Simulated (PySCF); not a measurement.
PySCF input file for (2R)-2-ethyloxetane (C₅H₁₀O), SMILES CC[C@@H]1CCO1, C-PCM-ωB97X/def2-SVP. Geometry optimised at B3LYP-D3(BJ)/def2-SVP. One conformer was computed; it need not be the lowest.

```python
import numpy as np
from pyscf import gto, scf, dft
from pyscf.solvent import pcm

mol = gto.M(
    atom='''
    C     2.29352309   -0.41046875   -0.51509969
    C     1.29563205    0.11852196    0.51316349
    C    -0.02411028    0.51953828   -0.11798350
    C    -1.23115377    0.77315777    0.80942146
    C    -1.88956411   -0.37396150    0.02172023
    O    -0.69747190   -0.59566132   -0.74586230
    H     2.54836179    0.36264007   -1.25891212
    H     3.22930225   -0.74076716   -0.03817768
    H     1.86058882   -1.26597724   -1.05556848
    H     1.70700984    0.99634514    1.04412376
    H     1.09495670   -0.65258023    1.27751416
    H     0.14562488    1.32984729   -0.85481198
    H    -1.70960253    1.75828233    0.72246371
    H    -1.03501777    0.55630181    1.86969515
    H    -2.74432615   -0.07549379   -0.61302079
    H    -2.18308442   -1.26403408    0.60626054
    ''',
    basis='def2-SVP',
    charge=0,
    spin=0,
    max_memory=1600,
    verbose=3,
)
mf = dft.RKS(mol, xc='wb97x').density_fit(auxbasis='def2-universal-jkfit')
mf.grids.level = 3
mf.conv_tol = 1e-9
mf.max_cycle = 100
mf.kernel()
res = {}
for name, eps in {'water': 78.355, 'ethanol': 24.852, 'acetone': 20.493}.items():
    s = mf.PCM()
    s.with_solvent.method, s.with_solvent.eps, s.with_solvent.lebedev_order = 'C-PCM', eps, 17
    s.kernel(mf.make_rdm1())
    res[name] = (s.e_tot, eps, s.dip_moment(), s.mo_energy, s.converged)
    print(f'{name}: electrostatic solvation free energy {(s.e_tot - mf.e_tot) * 627.509474:.3f} kcal/mol')
```

Output:

```
converged SCF energy = -271.475024004219

WARN: PCM is an experimental feature. It is still in testing.
Features and APIs may be changed in the future.

converged SCF energy = -271.48028389118
Dipole moment(X, Y, Z, Debye): -0.45895,  1.56889,  1.74246
water: electrostatic solvation free energy -3.301 kcal/mol

WARN: PCM is an experimental feature. It is still in testing.
Features and APIs may be changed in the future.

converged SCF energy = -271.480114597725
Dipole moment(X, Y, Z, Debye): -0.45647,  1.55388,  1.72781
ethanol: electrostatic solvation free energy -3.194 kcal/mol

WARN: PCM is an experimental feature. It is still in testing.
Features and APIs may be changed in the future.

converged SCF energy = -271.480062193129
Dipole moment(X, Y, Z, Debye): -0.45570,  1.54926,  1.72329
acetone: electrostatic solvation free energy -3.162 kcal/mol
```

The calculation finished and met its thresholds.
